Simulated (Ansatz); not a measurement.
Species: sum formula HSO3 (charge 0, doublet). It need not be the lowest isomer of its formula. 
Structure (B3LYP-D3(BJ)/def2-TZVP (Ansatz, a first-principles code) minimum search):
SMILES: O=[S](O)=O
```xyz
5

O      0.4342    -0.6993    -1.1852
S     -0.2804     0.0183     0.0913
O      0.2653    -0.5711     1.2992
O     -0.2259     1.4334    -0.1815
H      0.6974    -1.5966    -0.9218
```
Charge 0, spin multiplicity 2.

Quantity: atomisation energy (electronic, to ground-state atoms), in kJ/mol. Cores are frozen in the correlated levels unless marked. Open shells are spin-unrestricted. Spin-orbit coupling is left out. Non-relativistic. The coupled-cluster limit lacks core correlation, which all-electron functionals hold. CBS(X,Y): correlation extrapolated as X^-3; Hartree-Fock from the larger set. [CCSD(T)-MP2]/basis is that difference in the basis named. The program attaches cautions to a run behind CCSD(T)/STO-3G: other roots.

```json
[
 {"level": "r2SCAN/def2-TZVPD", "program": "Ansatz", "atomisation energy (kJ/mol)": "1697.6", "minus last row": "43.5"},
 {"level": "PBE0/def2-TZVPD", "program": "Ansatz", "atomisation energy (kJ/mol)": "1641.4", "minus last row": "-12.7"},
 {"level": "B2GP-PLYP-D4/def2-TZVPD", "program": "Ansatz + dftd4", "atomisation energy (kJ/mol)": "1610.0", "minus last row": "-44.1"},
 {"level": "B2GP-PLYP/def2-TZVPD", "program": "Ansatz", "atomisation energy (kJ/mol)": "1606.6", "minus last row": "-47.5"},
 {"level": "CCSD(T)/STO-3G", "program": "Ansatz", "atomisation energy (kJ/mol)": "336.8", "minus last row": "-1317.3"},
 {"level": "CCSD(T)/6-31G*", "program": "Ansatz", "atomisation energy (kJ/mol)": "1312.9", "minus last row": "-341.2"},
 {"level": "RI-MP2/CBS(cc-pV(T+d)Z,cc-pV(Q+d)Z)+[CCSD(T)-MP2]/cc-pV(T+d)Z", "program": "Ansatz", "atomisation energy (kJ/mol)": "1654.1", "minus last row": "0.0"}
]
```
